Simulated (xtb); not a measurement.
Species: CH$_{6}$Si$_{2}$, SMILES `[SiH2]=C[SiH3]` (charge 0, multiplicity 1).

Question: Give a relaxed geometry from GFN2-xTB (xtb).

Answer: the end point of this relaxation (outside a Z-matrix the atoms follow the SMILES, hydrogens last).
Z-matrix (Å, degrees):
```
C
H 1 1.0848
Si 1 1.7600 2 116.83
H 3 1.4587 1 124.79 2 179.89
H 3 1.4621 4 109.98 1 -179.41
Si 1 1.8681 2 114.86 3 178.89
H 6 1.4685 1 109.84 2 175.07
H 6 1.4725 7 108.49 1 122.41
H 6 1.4737 7 108.05 8 114.69
```
